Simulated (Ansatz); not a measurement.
```yaml
atoms:
  - { symbol: C, position_ang: [2.2814, 0.0000, 0.0000] }
  - { symbol: C, position_ang: [1.8457, 1.3410, 0.0000] }
  - { symbol: C, position_ang: [0.7050, 2.1698, 0.0000] }
  - { symbol: C, position_ang: [-0.7050, 2.1698, 0.0000] }
  - { symbol: C, position_ang: [-1.8457, 1.3410, 0.0000] }
  - { symbol: C, position_ang: [-2.2814, 0.0000, 0.0000] }
  - { symbol: C, position_ang: [-1.8457, -1.3410, 0.0000] }
  - { symbol: C, position_ang: [-0.7050, -2.1698, 0.0000] }
  - { symbol: C, position_ang: [0.7050, -2.1698, 0.0000] }
  - { symbol: C, position_ang: [1.8457, -1.3410, 0.0000] }
  - { symbol: H, position_ang: [3.3664, 0.0000, 0.0000] }
  - { symbol: H, position_ang: [2.7235, 1.9787, 0.0000] }
  - { symbol: H, position_ang: [1.0403, 3.2017, 0.0000] }
  - { symbol: H, position_ang: [-1.0403, 3.2017, 0.0000] }
  - { symbol: H, position_ang: [-2.7235, 1.9787, 0.0000] }
  - { symbol: H, position_ang: [-3.3664, 0.0000, 0.0000] }
  - { symbol: H, position_ang: [-2.7235, -1.9787, 0.0000] }
  - { symbol: H, position_ang: [-1.0403, -3.2017, 0.0000] }
  - { symbol: H, position_ang: [1.0403, -3.2017, 0.0000] }
  - { symbol: H, position_ang: [2.7235, -1.9787, 0.0000] }
```

Basis set: def2-SVP. Charge 0. Computed with Ansatz (development build ahead of 0.2.0); the lowest solution found for each multiplicity.

(1) How do the multiplicities compare at this shape? Give, from the lowest of each method, PBE0 (restricted) for 1, 3; PBE0 (unrestricted) for 1, 3; HF (restricted) for 1, 3; HF (unrestricted) for 1, 3.

Results:

(1)

| method | multiplicity | E (eV) | <S²> |
| --- | --- | --- | --- |
| PBE0, restricted | 1 | 0.000 | 0.00 |
| PBE0, restricted | 3 | 2.850 | 2.00 |
| PBE0, unrestricted | 1 | 0.000 | 0.00 |
| PBE0, unrestricted | 3 | 2.661 | 2.07 |
| HF, restricted | 1 | 0.000 | 0.00 |
| HF, restricted | 3 | 2.495 | 2.00 |
| HF, unrestricted | 1 | 0.000 | 1.69 |
| HF, unrestricted | 3 | 2.461 | 2.71 |

Caution for HF, restricted: an unrestricted determinant lies well below. Caution for HF, unrestricted: the unrestricted determinant is a mixture of spin states.
